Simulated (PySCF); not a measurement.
Spinor energies of Gd²⁵⁺ (gadolinium, charge +25)

Start: [Kr] 4d3; 4d3/2 filled at m_j = -1/2, +1/2, +3/2. Calculated with PySCF 2.14 in an uncontracted even-tempered set (17 s from 1.9 bohr⁻², ratio 2.8; 14 p from 2.5 bohr⁻², ratio 2.8; 9 d from 2.5 bohr⁻², ratio 2.8; 3 f from 9.8 bohr⁻², ratio 3): generalised Hartree-Fock with the X2C-1e Hamiltonian and a Gaussian nucleus; one run each with spin-orbit coupling (SO) switched off, then screened by Boettger's factors.

```tsv
spinor shell	electrons	ε, spin-free (eV)	ε, screened SO (eV)	weight of nominal j (screened SO)	rms radius, screened SO (bohr)
1s1/2	2	-51296.5	-51286.5	1.000	0.0249
2s1/2	2	-9258.7	-9255.2	1.000	0.101
2p1/2	2	-8322.6	-8814.3	1.000	0.0864
2p3/2	4	-8322.6	-8110.8	1.000	0.0928
3s1/2	2	-2701.5	-2700.1	1.000	0.259
3p1/2	2	-2406.1	-2510.1	1.000	0.250
3p3/2	4	-2406.1	-2360.1	1.000	0.262
3d3/2	4	-2017.1	-2037.7	0.999	0.234
3d5/2	6	-2017.1	-2001.6	0.999	0.238
4s1/2	2	-1100.6	-1100.0	1.000	0.546
4p1/2	2	-987.05	-1022.2	0.991	0.555
4p3/2	4	-987.05	-970.93	0.995	0.579
4d3/2	3	-850.55	-852.49	0.961	0.580
```

| quantity | spin-free | screened SO |
| --- | --- | --- |
| E (hartree) | -10977.23809 | -10984.95655 |
| M_J | 3/2 | 3/2 |
| ⟨J²⟩ | 6.752 | 4.052 |
| ⟨L²⟩ | 12.002 | 9.098 |
| ⟨S²⟩ | 3.750 | 2.491 |

The determinant has a definite M_J but mixes levels of different J.

Each row is a mean over spinors that exchange with the open shell spreads, by up to 9.869 eV (4p1/2).

Breit and QED terms are absent; they matter most for the inner s and p1/2 levels.

Densities and radii are taken from the X2C orbitals without a picture-change correction, which distorts them close to the nucleus.

Without spin-orbit coupling the j labels of p, d and f shells carry no meaning; the spin-free column gives the mean over the occupied spinors of each nl shell, and its ⟨J²⟩ belongs to a mixture of degenerate components.
